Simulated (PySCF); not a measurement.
C4H2BrF, SMILES Br/C(C#C)=C/F.

Geometry: PBE0-D3(BJ)/def2-SVP. The structure was generated by enumeration; whether it is a known compound was not checked.

Computed with PySCF with TDA-PBE/def2-SVPD.

Vertical excitations. The molecule is in vacuum. State labels are in the subgroup Cs.

```tsv
state	symmetry	energy (eV)	λ (nm)	f	main pairs
S1	A"	4.19	296	0.000	HOMO→LUMO+1 99 %
S2	A"	4.88	254	0.000	HOMO−1→LUMO 100 %
S3	A'	5.07	245	0.107	HOMO→LUMO 55 %, HOMO−2→LUMO 36 %
S4	A'	5.28	235	0.024	HOMO−1→LUMO+1 56 %, HOMO−2→LUMO 29 %, HOMO→LUMO 10 %
S5	A"	5.42	229	0.000	HOMO−3→LUMO 96 %
S6	A"	5.59	222	0.000	HOMO−2→LUMO+1 94 %
S7	A'	5.78	214	0.052	HOMO−3→LUMO+1 63 %, HOMO−1→LUMO+1 22 %
S8	A"	6.23	199	0.005	HOMO→LUMO+2 95 %
S9	A"	6.41	193	0.007	HOMO→LUMO+3 95 %
S10	A'	6.47	192	0.324	HOMO−3→LUMO+1 26 %, HOMO−2→LUMO 18 %, HOMO−1→LUMO+2 14 %, HOMO−1→LUMO+1 13 %
T1	A'	3.13	396	0	HOMO→LUMO 98 %
T2	A"	3.85	322	0	HOMO→LUMO+1 99 %
T3	A'	4.64	267	0	HOMO−1→LUMO+1 74 %, HOMO−2→LUMO 16 %
T4	A"	4.68	265	0	HOMO−1→LUMO 90 %
```
Triplets are in the Tamm–Dancoff approximation.
